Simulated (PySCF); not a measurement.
# Spin states of MgSe

Unrestricted PBE0; PySCF, spin-free X2C with a Gaussian nucleus, basis sets Mg x2c-TZVPPall, Se x2c-TZVPPall. Outer shells of the fragments: Mg 3s2; Se 3d10 4s2 4p4.

Followed along the bond (rough minima from three points):

```tsv
2Ms+1	unpaired	⟨S²⟩ at the start	R at minimum (Å)	Te (eV)
1	none	0.00	2.26	0.00
3	σ ↑, π ↑	2.01	2.48	0.16
1	σ ↓, π ↑	1.01	2.47	0.21
3	σ ↑↑	2.01	2.43	1.54
```

Solutions found at the starting distance of 2.470 Å, counted from the lowest of them; the search is not exhaustive and high or unbound solutions are not listed, so other states can lie among these:

```json
{"2Ms+1": "3", "unpaired": "σ ↑, π ↑", "term": "³Π", "E (eV)": "0.00", "⟨S²⟩": "2.01", "⟨Lz²⟩": "1.01", "μ (D)": "-2.62"}
{"2Ms+1": "1", "unpaired": "σ ↓, π ↑", "term": "mixed", "E (eV)": "0.06", "⟨S²⟩": "1.01", "⟨Lz²⟩": "1.01", "μ (D)": "-2.69"}
{"2Ms+1": "1", "unpaired": "none", "term": "¹Σ⁺", "E (eV)": "0.07", "⟨S²⟩": "0.00", "⟨Lz²⟩": "0.00", "μ (D)": "-7.50"}
{"2Ms+1": "3", "unpaired": "σ ↑↑", "term": "³Σ⁺", "E (eV)": "1.39", "⟨S²⟩": "2.01", "⟨Lz²⟩": "0.00", "μ (D)": "-3.65"}
{"2Ms+1": "3", "unpaired": "π ↑↑", "term": "³Σ⁻", "E (eV)": "2.66", "⟨S²⟩": "2.01", "⟨Lz²⟩": "0.00", "μ (D)": "4.40"}
{"2Ms+1": "3", "unpaired": "π ↑↑", "term": "mixed", "E (eV)": "2.74", "⟨S²⟩": "2.01", "⟨Lz²⟩": "2.01", "μ (D)": "-2.80"}
```

A term symbol is given only where ⟨S²⟩ and ⟨Lz²⟩ are close to those of a pure state; real π, δ and φ orbitals otherwise mix terms. A positive dipole means Mg(−)Se(+).

Compare the gap between the two lowest followed solutions at the starting distance with the gap between their minima.

At PBE0 the second solution (triplet, unpaired electrons σ ↑, π ↑) lies -0.07 eV from the first (singlet, closed shell) at 2.470 Å and +0.16 eV at the minima; the two curves relax by different amounts, since their minima lie near 2.48 and 2.26 Å.

Counting both spins, an empty level lies below a filled one in some of these solutions, because spin and occupation are held.
